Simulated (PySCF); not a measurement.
C₅H₁₁NOSi: full NMR table

| Item | Value |
| --- | --- |
| Formula | C5H11NOSi |
| SMILES | C=C([SiH2]N)C(=O)CC |
| Point group of the computed structure | C1 |
| Degrees of unsaturation | 2 |
| Carbon signals | 5 |
| Proton signals | 6 |

Numbering as in the mapped SMILES `[CH2:1]=[C:2]([SiH2:3][NH2:4])[C:5](=[O:6])[CH2:7][CH3:8]` (H(Xn): hydrogen on atom n). Ha(C1) is cis to Si3; Hb(C1) is trans to Si3.

Method: geometry from GFN2-xTB, shielding tensors at PBE0/pcSseg-1 (GIAO), in PySCF 2.14 (one averaged value for each set of equivalent atoms, non-relativistic Hamiltonian, gas phase, one conformer).

References, each an isolated molecule treated in the same way: ¹H and ¹³C and ²⁹Si against TMS; NH3 for ¹⁵N; H2O for ¹⁷O.

```tsv
carbon	δC, type	δH (multiplicity)	HMBC from (2–3 bonds)	span of the C tensor (ppm)
C1	144.3, CH2	Ha(C1) 6.79 (m); Hb(C1) 6.82 (m)	H(Si3)	244
C2	159.1, C	–	Hb(C1), Ha(C1), H(Si3), H(C7)	217
C5	211.8, C	–	Hb(C1), Ha(C1), H(Si3), H(C7), H(C8)	208
C7	33.3, CH2	2.76 (q)	H(C8)	41
C8	9.4, CH3	1.21 (t)	H(C7)	9
```

Other nuclei:
| atoms | nucleus | environment | δ (ppm) | σ (ppm) |
| --- | --- | --- | --- | --- |
| H(Si3) | ¹H | hydrogen on a silicon bonded to C, N | 4.91 | 26.81 |
| H(N4) | ¹H | hydrogen on a nitrogen bonded to Si | 0.36 | 31.36 |
| Si3 | ²⁹Si | silicon bonded to C, N, 2 H | -35.4 | 384.5 |
| N4 | ¹⁵N | nitrogen bonded to Si, 2 H | 11.0 | 256.7 |
| O6 | ¹⁷O | ketone oxygen | 657.8 | -321.7 |

- Carbon types of the structure: 2 × C, 2 × CH2, 1 × CH3, leaving 4 H on heteroatoms.
- δC 211.8: ketone carbonyl carbon; the double bond to the heteroatom, with no lone-pair donor beside it, deshields it most.
- δC 159.1: α carbon of a C=C–C=O unit; as expected for a trigonal carbon in a double bond.
- δC 144.3: β carbon of a C=C–C=O unit; conjugation with the carbonyl draws π density from the β position.
- δC 33.3: sp3 CH2 α to a carbonyl; the adjacent C=O deshields it moderately.
- δH 2.76: hydrogen on an sp3 CH2 α to a carbonyl; α to C=O.

OH/NH shifts are gas-phase values; hydrogen bonding in solution moves them, usually downfield. Shifts are as computed. Against solution values, carbons near 30 ppm lie about +3 ppm off and those near 130 ppm about +5 ppm. Of 1309 compounds with measured shifts, 239 miss one by over three times the rms of a fit or turn the order of signals round; such compounds aren't used in these exercises. Unscaled 17O shifts of doubly bonded oxygen tend to come out too high, by tens of ppm or more. Experimental scales use liquid or dissolved standards, which lie at an offset from isolated NH3 (liquid NH3: subtract about 20 ppm) and H2O (liquid H2O: subtract about 36 ppm). No couplings were computed; multiplicities are counted from neighbouring protons, with m where these are inequivalent, close in shift, in a saturated or five-membered ring or joined by F or P, and br s for small geminal =CH2 splittings.
